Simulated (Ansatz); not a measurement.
Question: Name a neutral molecule of C, N, O, V and H with zero-point energy (PBE0-D4/def2-TZVP) between 197 and 213 kJ/mol and HOMO energy (B3LYP/def2-TZVPP) between -8.05 and -7.75 eV (Ansatz, PBE0-D4/def2-TZVP geometry).

Answer: `[CH3][V]([NH2])(=[O])[OH]` (205.6 kJ/mol, -7.80 eV). Other molecules can fit too; these were computed, each in one conformer that needn't be the lowest.

B3LYP here is the variant with VWN-RPA as its local correlation; programs differ in this.
